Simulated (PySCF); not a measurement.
# Static response to an electric field

Compound: Si(CN)Me3, C4H9NSi.
Structure used (PBE0-D3(BJ)/def2-SVP), in Å, numbered top down from 1:
```xyz
15
C4H9NSi angstrom
Si    -0.0035   -0.0042    0.1745
C     -0.0103   -0.0066    2.0510
N     -0.0142   -0.0127    3.2111
C      1.7907   -0.0125   -0.3569
H      1.8636   -0.0436   -1.4557
H      2.3176   -0.8902    0.0468
H      2.3123    0.8908   -0.0060
C     -0.8906    1.5530   -0.3656
H     -0.8855    1.6332   -1.4640
H     -0.3997    2.4487    0.0442
H     -1.9376    1.5504   -0.0265
C     -0.9038   -1.5540   -0.3653
H     -1.9345   -1.5664    0.0204
H     -0.3896   -2.4554    0.0008
H     -0.9478   -1.6065   -1.4648
```

Level: CAM-B3LYP/def2-SVPD (PySCF), static field, nuclei fixed, core orbitals frozen in the response. The polarisability tensor in these axes (au):

```
x   73.01  0.01 -0.05
y    0.01 73.04 -0.06
z   -0.05 -0.06 83.89
```

What are the eigenvalues, a third of the trace, and Δα (Δα² = ½Σ(αi − αj)² over the three pairs)?

Principal values 73.00, 73.04 and 83.89 au; mean 76.65 au = 11.36 Å³ = 12.64 × 10⁻⁴⁰ C²·m²/J; Δα = 10.87 au (14 % of the mean).

What is the dipole moment, and where does it point?

(0.02, 0.01, -4.43) D, 4.43 D in size, pointing from the negative to the positive side. Measured along this direction, the outermost atoms are N3 at the negative end and H9, H5 and H15 at the positive end.

What are the principal values of the traceless quadrupole moment, Θ = ½Σq(3rr − r²1), about the centre of nuclear charge?

-12.91, 6.45, 6.46 D·Å. The values depend on the origin, since the dipole doesn't vanish. The electronic extent ⟨r²⟩ about the same centre is 819 bohr², a root-mean-square distance of 2.06 Å for the 54 electrons.

Find the Langevin capture rate constant for NH4+ (18.034 u) meeting this molecule (99.050 u), k = 2.342 × 10⁻⁹ cm³/s × √(α in Å³ / reduced mass in u).

The reduced mass is 15.26 u, so k = 2.02 × 10⁻⁹ cm³/s. The formula leaves out the permanent dipole, which adds to the capture rate.

Rayleigh depolarisation ratio (linearly polarised light, static tensor)?

ρ = 3Δα²/(45ᾱ² + 4Δα²) = 354.5/(264360 + 472.7) = 0.00134.

In a dilute gas of rigid molecules at 350 K, how does the orientational term μ²/3kT compare with the electronic polarisability?

In Gaussian units μ²/3kT = 135.61 Å³ against 11.36 Å³, a ratio of 11.94; the Debye molar polarisation (4π/3)N_A(α + μ²/3kT) is 370.7 cm³/mol, leaving out the vibrational part.

Estimate the molar refractivity from the static electronic polarisability.

Lorentz–Lorenz: R = (4π/3)N_A α = 2.5225 cm³/(mol·Å³) × 11.36 Å³ = 28.7 cm³/mol, in the limit of long wavelengths.

Isolated species at its PBE0-D3(BJ)/def2-SVP geometry, gas phase.
